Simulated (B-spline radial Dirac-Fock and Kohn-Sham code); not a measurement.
## Isotope-shift constants of Kα1, Lu to Pb

Method: first-order field-shift and mass-shift constants from Dirac-Fock ground and hole states with a Fermi nucleus; the mass shift has no relativistic recoil terms. Computed with a radial B-spline solver. δE = F·δ⟨r²⟩ + K·δ(1/M); mass constants are not given above Z = 50.

```csv
Z,element,F (meV/fm²),F of K (meV/fm²),F of L1 (meV/fm²)
71,Lu,-624,-620,-85.6
72,Hf,-686,-681,-95.0
73,Ta,-752,-748,-105
74,W,-824,-819,-116
75,Re,-904,-898,-129
76,Os,-988,-982,-142
77,Ir,-1080,-1080,-157
78,Pt,-1190,-1180,-174
79,Au,-1300,-1290,-192
80,Hg,-1420,-1410,-212
81,Tl,-1550,-1550,-234
82,Pb,-1700,-1690,-258
```
